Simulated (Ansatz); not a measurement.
Program: Ansatz. Geometries: PBE0-D4/def2-TZVP. ΔE: electronic, gas phase. CCSD(T)/CBS is the MP2 limit (def2-TZVPP, def2-QZVPP) plus CCSD(T) − MP2 in def2-TZVPP, frozen cores. This one scheme is used for every species. Elements past krypton have def2 core potentials. For I outer-core shells are correlated without core-valence functions, which leaves a few kJ/mol of doubt a bond. One conformer a species, not always the lowest.

Reaction (substitution at a C–Si bond): `BCC[SiH2]Cl` + HI → `BCCI` + `[SiH3]Cl`

```
             level  ΔE (kcal/mol)
     HF/def2-QZVPP            7.8
SCS-MP2/def2-QZVPP            7.3
```

**Question.** What does CCSD(T)/CBS give? (Best estimate.)

**Answer.** The calculation gave: +8.2 kcal/mol. The listed levels differ from it by -0.4, -0.9 kcal/mol.

Largest T1 diagnostic among the species: 0.010.

From PBE to PBE0 (25 % exact exchange), in def2-TZVPP and without D4, ΔE moves by +0.8 kcal/mol. The D4 term adds +1.0 kcal/mol with B3LYP and +0.6 kcal/mol with PBE0; it sums over pairs of atoms, weighted by their polarisabilities, and B3LYP, whose exchange is more repulsive, gets the larger term.

B3LYP here is the variant with VWN-RPA as its local correlation; programs differ in this.
